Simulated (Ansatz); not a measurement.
Consider the redistribution: `[CH3][Y]([CH3])[OH]` + `O/C(F)=N/[SiH3]` → `[CH3][Y]([OH])[F]` + `C/C(O)=N\[SiH3]`.

Calculated with Ansatz (gas phase, PBE0-D4/def2-TZVP geometries, no zero-point term in ΔE). CCSD(T)/CBS is the MP2 limit (def2-TZVPP, def2-QZVPP) plus CCSD(T) − MP2 in def2-TZVPP, frozen cores. Double bonds are as drawn, so ΔE can hold a change between cis and trans. DFT in def2-TZVPP. Elements past krypton have def2 core potentials. For Y outer-core shells are correlated without core-valence functions, which leaves a few kJ/mol of doubt a bond. One conformer a species, not always the lowest.

| level | ΔE (eV) |
| --- | --- |
| r2SCAN-D4 | -2.79 |
| HF/def2-QZVPP | -2.86 |

(1) What does CCSD(T)/CBS give? (Best estimate.)

Largest T1 diagnostic among the species: 0.014.

Results:

(1) Ansatz gave: -2.94 eV. The listed levels differ from it by 0.15, 0.08 eV.

The D4 term adds −0.05 eV with B3LYP and −0.02 eV with PBE0; it sums over pairs of atoms, weighted by their polarisabilities, and B3LYP, whose exchange is more repulsive, gets the larger term.

B3LYP here is the variant with VWN-RPA as its local correlation; programs differ in this.
